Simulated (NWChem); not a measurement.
# CH5FOSi2; SMILES F[Si@@H]1OC[SiH2]1

```xyz
10

F      0.3769    -1.9899    -0.6438
Si     0.0638    -0.8404     0.4618
O     -1.4001    -0.0765     0.1703
C     -1.0931     1.2445    -0.3134
Si     0.8247     1.3008    -0.0388
H      0.0847    -1.5436     1.7709
H     -1.6541     1.9925     0.2709
H     -1.3957     1.3470    -1.3696
H      1.6695     1.5702    -1.2400
H      1.2501     2.1846     1.0887
```
Atoms are numbered in this order, from 1.

Structure relaxed at the PBE0/def2-SVP level.

### Question
Give the principal values of the shielding tensors (ppm) of F1, Si2, O3, C4, Si5 from PBE0/pcSseg-1, GIAO (NWChem), with their diamagnetic and paramagnetic parts as GIAO splits them.

### Answer
| atom | σ11 | σ22 | σ33 | isotropic | diamagnetic | paramagnetic |
|---|---|---|---|---|---|---|
| F1 | 209.3 | 322.7 | 384.8 | 305.6 | 474.0 | -168.3 |
| Si2 | 300.6 | 325.7 | 352.6 | 326.3 | 878.9 | -552.6 |
| O3 | 63.7 | 220.9 | 308.6 | 197.7 | 397.4 | -199.7 |
| C4 | 85.0 | 102.6 | 186.2 | 124.6 | 249.5 | -124.9 |
| Si5 | 306.0 | 368.9 | 471.7 | 382.2 | 880.7 | -498.5 |
